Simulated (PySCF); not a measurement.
## MgBr and its ions

PBE0; Mg aug-pcseg-1, Br aug-pcseg-1; no relativity (PySCF 2.14). Neutral (UKS): doublet (σ ↑), Re = 2.416 Å, ωe = 345 cm⁻¹, De = 2.86 eV, HOMO -5.88 eV, LUMO -2.99 eV.

MgBr⁻ (UKS): singlet (closed shell), Re = 2.677 Å, ωe = 204 cm⁻¹, De = 0.94 eV to Mg + Br⁻. The energies at the minima are -2773.57084 hartree for MgBr and -2773.63208 for MgBr⁻.

(1) Work out the adiabatic electron affinity, without and with harmonic zero-point energies (1 hartree = 27.2114 eV, 1 eV = 8065.5 cm⁻¹), and the change of the bond length.

For an ion De counts to the pair picked by the measured ionisation energies or electron affinities, which need not be the lowest pair at this level. States were picked by a PBE0 search and need not be the measured ground states.

## Answers

(1) At PBE0: 0.06124 hartree = 1.666 eV between the minima; the zero-point term (345.0 − 204.0)/2 cm⁻¹ = +0.009 eV makes it 1.675 eV. Re changes by +26.1 pm against the neutral. The electron enters a σ orbital, and the ion is left as a loose complex of an ion and an atom.
